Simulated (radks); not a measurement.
Trend from Li to Ne: ionisation energy by Delta-SCF between NIST ground configurations, and size. Method: scalar-relativistic Kohn-Sham, PBE, spin-unpolarised, spherical densities, finite nucleus; Fermi nuclear charge, rms radius of each element as measured or else 0.836 A^(1/3) + 0.57 fm; computed with a radial shooting solver on a logarithmic mesh with Libxc functionals.

| species | configuration | IE (eV) | NIST (eV) | kind | -e(HOMO) (eV) | outermost | <r> outermost (bohr) | r at 0.001 e/bohr^3 (bohr) |
|---|---|---|---|---|---|---|---|---|
| Li | [He] 2s1 | 5.296 | 5.392 | exp. | 2.874 (2s) | 2s | 3.91 | 4.16 |
| Be | [He] 2s2 | 9.551 | 9.323 | exp. | 5.610 (2s) | 2s | 2.60 | 4.12 |
| B | [He] 2s2 2p1 | 8.219 | 8.298 | exp. | 3.607 (2p) | 2p | 2.30 | 3.90 |
| C | [He] 2s2 2p2 | 10.861 | 11.260 | exp. | 5.285 (2p) | 2p | 1.80 | 3.68 |
| N | [He] 2s2 2p3 | 13.591 | 14.534 | exp. | 7.090 (2p) | 2p | 1.48 | 3.47 |
| O | [He] 2s2 2p4 | 16.431 | 13.618 | exp. | 9.031 (2p) | 2p | 1.27 | 3.29 |
| F | [He] 2s2 2p5 | 19.390 | 17.423 | exp. | 11.112 (2p) | 2p | 1.10 | 3.13 |
| Ne | [Ne] | 22.475 | 21.565 | exp. | 13.334 (2p) | 2p | 0.982 | 2.98 |

Reference values: NIST Atomic Spectra Database (exp. = measured, semi-emp. = semi-empirical, theory = theoretical value adopted there). Spin polarisation and multiplet splitting are left out, so open shells lie too high by an amount that depends on their filling.

Beside tabulated values, note that spin-unpolarised runs miss the spin-polarisation part of the exchange energy of open shells.
